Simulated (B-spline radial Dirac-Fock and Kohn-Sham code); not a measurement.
# Energy-loss ionisation edge M2 of Br

System: the free bromine atom in the configuration [Ar] 3d10 4s2 4p5. These are calculated numbers from a radial atomic solver; the model is the first Born approximation with generalised oscillator strengths from a Dirac-Hartree-Slater potential (longitudinal and transverse terms; continuum final states only, so no white lines or fine structure). The edge is taken at 189.0 eV (tabulated value).

Partial cross sections σ(β, Δ) in barn, integrated over a window Δ above the edge and up to the collection semi-angle β, for parallel illumination:

```tsv
E₀ (kV)	β (mrad)	Δ = 25 eV	Δ = 50 eV	Δ = 100 eV	Δ = 200 eV	Δ = 300 eV
60	5	504	983	1790	2770	3240
60	20	1100	2240	4380	7330	8940
80	20	968	1980	3900	6600	8080
80	50	1290	2670	5460	9760	12300
100	5	?	?	?	?	?
100	20	879	1800	3570	6090	7480
100	50	1140	2350	4820	8670	11000
120	5	459	909	1700	2750	3290
120	10	635	1280	2470	4110	5010
120	20	815	1670	3340	5720	7040
120	100	1060	2200	4510	8230	10600
200	10	546	1110	2170	3670	4510
300	5	400	804	1550	2580	3160
300	10	501	1030	2030	3460	4280
```

Question: Give the row for 100 kV and 5 mrad.

Answer: 473 b for 25 eV, 935 b for 50 eV, 1740 b for 100 eV, 2780 b for 200 eV, 3310 b for 300 eV.
